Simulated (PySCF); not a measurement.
Computed shifts of a molecule CH8N2Si2, PySCF with KT2/pcSseg-1, GIAO, gas phase, atoms alike by connectivity averaged where their shifts nearly agree, in ppm (number of nuclei): ¹⁵N: 74.1 (1), 47.5 (1). ²⁹Si: -15.3 (1), -36.9 (1). ¹³C: 34.0 (1). ¹H: 5.92 (1), 4.83 (1), 4.72 (1), 3.36 (2), 1.67 (1), 1.58 (1), 1.32 (1). References: ¹⁵N against NH3 (σ = 266.2 ppm); ²⁹Si against TMS (σ = 361.9 ppm); ¹³C against TMS (σ = 185.1 ppm); ¹H against TMS (σ = 31.47 ppm), references at their B3LYP-D3(BJ)/def2-TZVP geometries, non-relativistic. Geometry optimised at PBE0-D3(BJ)/def2-SVP. Other conformers were not sampled.

Pick the molecule that these values belong to.
A. NC1[SiH2]N[SiH2]1
B. N[Si@H]1NC[SiH2]1
C. N[Si@H]1CN[SiH2]1
D. N[Si@H]1C[SiH2]N1

B, N[Si@H]1NC[SiH2]1
